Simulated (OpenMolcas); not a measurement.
# What dynamic correlation does to the levels of Si2+

```yaml
Program: OpenMolcas
Basis: ANO-R1 [4s3p1d]
Scalar_Hamiltonian: X2C, finite nucleus
Active_space: 2 electrons in 4 orbitals (3s 3p)
State_averaging: 2S+1 = 3 even, 3 roots; 2S+1 = 1 even, 7 roots; 2S+1 = 3 odd, 3 roots; 2S+1 = 1 odd, 3 roots
Spin-orbit_coupling: state interaction with AMFI integrals over the reference wave functions, term energies averaged over their components
```

Methods on the same reference wave functions:
A. CASSCF
B. SS-CASPT2, IPEA 0.25 Eh, imaginary shift 0.1 Eh (closed shells correlated: 2s 2p)
C. MS-CASPT2, IPEA 0.25 Eh, imaginary shift 0.1 Eh (closed shells correlated: 2s 2p)

Energies in cm⁻¹ above 3s² ¹S₀, the measured ground level; measured values from NIST levels in Kelleher and Podobedova, J. Phys. Chem. Ref. Data 37, 1285 (2008).

```json
{"Level": "3s² ¹S₀", "A": "0.0", "B": "0.0", "C": "0.0", "Measured": "0.0"}
{"Level": "3s 3p ³P°₀", "A": "53162", "B": "53203", "C": "53237", "Measured": "52725"}
{"Level": "3s 3p ³P°₁", "A": "53292", "B": "53333", "C": "53367", "Measured": "52853"}
{"Level": "3s 3p ³P°₂", "A": "53554", "B": "53595", "C": "53629", "Measured": "53115"}
{"Level": "3s 3p ¹P°₁", "A": "91813", "B": "86231", "C": "86264", "Measured": "82884"}
{"Level": "3p² ³P₀", "A": "132450", "B": "132281", "C": "132314", "Measured": "129708"}
{"Level": "3p² ³P₁", "A": "132581", "B": "132413", "C": "132446", "Measured": "129842"}
{"Level": "3p² ³P₂", "A": "132832", "B": "132647", "C": "132680", "Measured": "130101"}
{"Level": "3p² ¹D₂", "A": "142769", "B": "134227", "C": "134260", "Measured": "122215"}
{"Level": "3p² ¹S₀", "A": "165060", "B": "157423", "C": "157490", "Measured": "153444"}
```

Deviations, from unrounded energies. A percentage is the sum of absolute deviations over the sum of measured energies, with the sign that they share, or ± where signs differ.

```
           Against measurement  Levels     A     B     C
mean absolute deviation (cm-1)       9  5600  3200  3200
      other configurations (%)       9  +5.6  +3.1  +3.2
```

B, C lie about equally close to measurement and A furthest from it. The largest miss of B in the table is 3p² ¹D₂, by +12000 cm-1. The ranking rests on the paired levels alone, and a cruder setting can come out closer through cancelling errors.

Between B and C the level of the table that moves most is 3p² ¹S₀, by 67 cm-1 (lowest in B, highest in C).

The lowest spin-free term lies below A's lowest term by 0.027 hartree in B, 0.027 hartree in C.

Over all roots computed the reference weight is 0.93 to 1.00 in B, 0.93 to 1.00 in C; the roots of lowest weight are the least certain, and an intruder state may touch them. The ¹D term of p² mixes with s d, which this space lacks. Computed and measured levels are paired by configuration, term and J; levels that our copy of the source lacks, or whose pairing is in doubt (as where it misses far off the trend of its configuration), stay unpaired and out of the deviations. Levels of configurations outside the active space are missing.

° marks odd parity.
